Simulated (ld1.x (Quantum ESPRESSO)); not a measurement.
Cl (Z = 17): TM pseudisation with PBE, scalar-relativistic reference atom.

Cl (Z = 17), norm-conserving Troullier–Martins (Kleinman–Bylander form), made with ld1.x (Quantum ESPRESSO) 7.5 (PBE, scalar-relativistic). Core [Ne], reference 3s2 3p5. Waves: 3s (bound): rc 1.40 bohr; 3d channel at 0.35 Ry: rc 1.55 bohr; 3p (bound): rc 1.45 bohr. Local part: the p channel. Core correction: none.

* Cutoffs needed: 50 Ry and 70 Ry (the cutoffs (Ry, on a coarse ladder) from which the occupation-weighted sum of valence levels, in a spherical-Bessel basis at the reference potential, stays within 10 and 1 mRy of its value at 400 Ry)
* Ghost test: no extra level below or beside the all-electron valence levels (s, d, p, f tested) (spherical-Bessel basis up to 400 Ry, 20 bohr box)
* Largest excitation error: +67 meV (all-electron minus pseudo) for 3s2 3p2, out of 7 test configurations
